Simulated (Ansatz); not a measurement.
CH6AlGa, SMILES `[AlH2][CH2][GaH2]`, 9 atoms. The species carries charge 0 and has multiplicity 1. Correlated methods include outer-core shells of Ga, which these sets cover unevenly. Scalar relativity is left out up to krypton. All runs use 2 threads of an INTEL XEON PLATINUM 8581C on a shared host. Correlated methods freeze the cores.

**Question.** How many basis functions does each run have, and how long does it take in Ansatz? RKS ωB97M-V/def2-SVP energy; RKS LC-ωPBE/def2-TZVPP energy; RKS PBE0-D4/def2-SVP energy; RKS PBE0-D4/def2-TZVP frequencies; RKS r2SCAN-D4/def2-TZVPP energy and forces; RHF-CCSD(T)/def2-TZVPP energy; RKS PBE0-D4/def2-TZVP relaxation (16 steps); RKS PBE0-D4/def2-TZVPP energy; RKS ωB97M-V/def2-QZVPP energy; RKS PBE-QIDH (frozen core)/def2-TZVPP energy; RKS PBE0-D4/def2-QZVPP energy; direct RPA on PBE orbitals/def2-TZVPP energy. (An estimate is asked.)

**Answer.** Ansatz gave: Other jobs shared the machine, so times are rough.

```json
{"level": "RKS PBE0-D4/def2-SVP", "job": "energy", "functions": "94", "wall time": "0.95 s", "peak host memory (GiB)": "0.19"}
{"level": "RKS LC-ωPBE/def2-TZVPP", "job": "energy", "functions": "205", "wall time": "1.7 s", "peak host memory (GiB)": "0.35"}
{"level": "RKS PBE0-D4/def2-TZVPP", "job": "energy", "functions": "205", "wall time": "1.9 s", "peak host memory (GiB)": "0.47"}
{"level": "RKS r2SCAN-D4/def2-TZVPP", "job": "energy and forces", "functions": "205", "wall time": "2.8 s", "peak host memory (GiB)": "0.28"}
{"level": "direct RPA on PBE orbitals/def2-TZVPP", "job": "energy", "functions": "205", "wall time": "3.1 s", "peak host memory (GiB)": "0.39"}
{"level": "RKS PBE-QIDH (frozen core)/def2-TZVPP", "job": "energy", "functions": "205", "wall time": "3.2 s", "peak host memory (GiB)": "0.45"}
{"level": "RKS ωB97M-V/def2-SVP", "job": "energy", "functions": "94", "wall time": "3.4 s", "peak host memory (GiB)": "0.3"}
{"level": "RKS PBE0-D4/def2-QZVPP", "job": "energy", "functions": "396", "wall time": "7.5 s", "peak host memory (GiB)": "1.2"}
{"level": "RKS ωB97M-V/def2-QZVPP", "job": "energy", "functions": "396", "wall time": "14 s", "peak host memory (GiB)": "1.4"}
{"level": "RKS PBE0-D4/def2-TZVP", "job": "relaxation (16 steps)", "functions": "152", "wall time": "31 s", "peak host memory (GiB)": "0.38"}
{"level": "RHF-CCSD(T)/def2-TZVPP", "job": "energy", "functions": "205", "wall time": "35 s", "peak host memory (GiB)": "2.5"}
{"level": "RKS PBE0-D4/def2-TZVP", "job": "frequencies", "functions": "152", "wall time": "72 s", "peak host memory (GiB)": "0.4"}
```

LC-ωPBE has ω = 0.4 bohr⁻¹.
